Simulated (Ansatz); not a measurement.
One geometry of the cluster AlO3H3, several levels of theory.

```yaml
crystal:
  periodic: [false, false, false]
  atoms:
    - {symbol: Al, position_ang: [0.000501, 0.000506, -0.000400]}
    - {symbol: O, position_ang: [1.046303, -1.128064, 0.695814]}
    - {symbol: O, position_ang: [-0.498544, 1.348457, 0.886109]}
    - {symbol: O, position_ang: [-0.545590, -0.218913, -1.583370]}
    - {symbol: H, position_ang: [-1.090329, 2.009531, 0.531690]}
    - {symbol: H, position_ang: [1.376967, -1.043370, 1.588198]}
    - {symbol: H, position_ang: [-0.289308, -0.968138, -2.118051]}
basis:
  gaussian: {orbitals: def2-TZVP, initial_orbitals: start.molden}
hamiltonian: {xc: hf}
scf: {omitted_lower_state_checks: [starts]}
output: {orbitals: {seedname: orbitals}}
```

The file start.molden holds the orbitals of an earlier run on this structure, at another level or in another basis.

```sh
$ ansatz run in.yaml --threads 4 --pin off --events-out ev --progress --plain --max-ram 3916MiB
```

Output, abridged:

```
Functional definition: HF
995 factors; their error is unknown
mean field evaluation 1: about -12749.1733 eV, gradient 2.8e1 eV
mean field evaluation 2: about -12749.7656 eV, gradient 7.2e-1 eV
mean field evaluation 4: about -12749.9032 eV, gradient 4.5e-1 eV
mean field -12749.90344050 eV, -468.5503092434 hartree, gradient 2.2e-5 eV, S^2 0.000000; 0 other end points of the search recorded, 0 dependent functions left out
reference -12749.90344050 eV, -468.5503092434 hartree; 20, 20 occupied and 128, 128 virtual orbitals, 995 factors
Total energy: -12749.90344050 eV, -468.5503092434 hartree
Checks for a lower state left out: starts
```

It took 0.5 s on 4 threads of Arm Neoverse V2 on a shared host.

First input, but with `gaussian: {orbitals: def2-TZVPD, initial_orbitals: start.molden}`, `hamiltonian: {xc: r2scan, dispersion: d4}` (abridged; 2.5 s):

```
Functional definition: r2SCAN
mean field -12791.15460660 eV, -470.0662616364 hartree, gradient 7.3e-6 eV, S^2 0.000000
Total energy: -12791.17856674 eV, -470.0671421555 hartree
Checks for a lower state left out: starts
```

The first input with `gaussian: {orbitals: STO-3G}` (abridged; 0.1 s):

```
Functional definition: HF
mean field -12581.84399638 eV, -462.3742385868 hartree, gradient 5.8e-5 eV, S^2 0.000000
Total energy: -12581.84399638 eV, -462.3742385868 hartree
Checks for a lower state left out: starts
```

First input, but with `hamiltonian: {xc: pbe, dispersion: d4}`, `output: {forces: true, orbitals: {seedname: orbitals}}` (abridged; 0.95 s):

```
Functional definition: PBE
mean field -12784.37983744 eV, -469.8172934622 hartree, gradient 1.9e-5 eV, S^2 0.000000
Total energy: -12784.48146282 eV, -469.8210281259 hartree
Atom 0 force     0.000352    -0.000060    -0.000350 eV/Å
Atom 1 force     0.095641    -0.366196    -0.333809 eV/Å
Atom 2 force     0.210530    -0.014742     0.459068 eV/Å
Atom 3 force    -0.304987     0.381598    -0.125574 eV/Å
Atom 4 force    -0.343297     0.379075    -0.214144 eV/Å
Atom 5 force     0.187861     0.057236     0.518615 eV/Å
Atom 6 force     0.153899    -0.436911    -0.303806 eV/Å
Dipole moment:    -0.001697    -0.000905     0.001111 e Å
Checks for a lower state left out: starts
```

First input, but with `hamiltonian: {xc: r2scan, dispersion: d4}` (abridged; 1.7 s):

```
Functional definition: r2SCAN
mean field -12791.05057117 eV, -470.0624384051 hartree, gradient 1.1e-5 eV, S^2 0.000000
Total energy: -12791.07452455 eV, -470.0633186756 hartree
Checks for a lower state left out: starts
```

First input, but with `hamiltonian: {xc: pbe0, dispersion: d4}` (abridged; 1.1 s):

```
Functional definition: PBE0
mean field -12784.95296571 eV, -469.8383555375 hartree, gradient 7.3e-6 eV, S^2 0.000000
Total energy: -12785.03821328 eV, -469.8414883280 hartree
Checks for a lower state left out: starts
```

The first input with `gaussian: {orbitals: def2-TZVPD, initial_orbitals: start.molden}`, `hamiltonian: {xc: pbe, dispersion: d4}` (abridged; 1.3 s):

```
Functional definition: PBE
mean field -12784.52537979 eV, -469.8226420449 hartree, gradient 1.8e-5 eV, S^2 0.000000
Total energy: -12784.62701937 eV, -469.8263772305 hartree
Checks for a lower state left out: starts
```

Geometry: PBE0-D4/def2-TZVP.

The structure comes from a short search, and lower isomers may exist.
